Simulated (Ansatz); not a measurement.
`C[SiH2]O[SiH2]Cl` + H₂ → `C[SiH2]O[SiH3]` + HCl at 600 K and 1 bar (hydrogenolysis of the Si–Cl bond).

Isolated molecules relaxed with PBE0-D4/def2-TZVP in Ansatz; ΔE leaves out vibrations. CCSD(T)/CBS is the MP2 limit (def2-TZVPP, def2-QZVPP) plus CCSD(T) − MP2 in def2-TZVPP, frozen cores. This one scheme is used for every species. Each species was taken in one conformer, which may not be the lowest.

```tsv
species	CCSD(T)/CBS energy (Eh)	H − E (kJ/mol)	S (J/(mol·K))
`C[SiH2]O[SiH2]Cl`	-1155.53126	277.3	504.0
H₂	-1.17544	43.9	150.8
`C[SiH2]O[SiH3]`	-696.28988	286.8	472.5
HCl	-460.38127	35.4	207.2
```

H − E and S are ideal-gas, rigid-rotor, harmonic terms from PBE0-D4/def2-TZVP, for one conformer and one mirror image of each species. The MP2-based limit puts H₂ 0.8 mEh under its directly extrapolated value; such offsets cancel only in part. 1 Eh = 2625.50 kJ/mol, R = 8.31446 J/(mol·K).

By hand: ΔE, ΔH, ΔS and ΔG.

ΔE = (-696.28988) + (-460.38127) − (-1155.53126) − (-1.17544) = 0.03555 Eh = 93.3 kJ/mol. Δ(H − E) = 286.8 + 35.4 − 277.3 − 43.9 = 1.0, so ΔH = 94.3 kJ/mol. ΔS = 472.5 + 207.2 − 504.0 − 150.8 = 24.9 J/(mol·K). ΔG = 94.3 − 600 × (24.9)/1000 = 79.4 kJ/mol.

By hand: the equilibrium constant, and the temperature at which ΔG would vanish if ΔH and ΔS stayed fixed.

log₁₀ K = −ΔG/(RT ln 10) = -6.9. ΔG = 0 at ΔH/ΔS = 3787 K, far beyond where these terms or the molecules hold.

ΔH outweighs TΔS. A doubt of 5 kJ/mol in ΔE shifts log₁₀ K by 0.4 here. Other conformers and mirror images would add mixing entropy, several J/(mol·K) or more a flexible species. Modes under 60 cm⁻¹, often nearly free rotors, make the harmonic entropy too high. These are equilibria of isolated gas molecules and say nothing of rates. Largest T1 diagnostic: 0.011 (customary marks: 0.02 for closed shells, 0.045 for open ones).
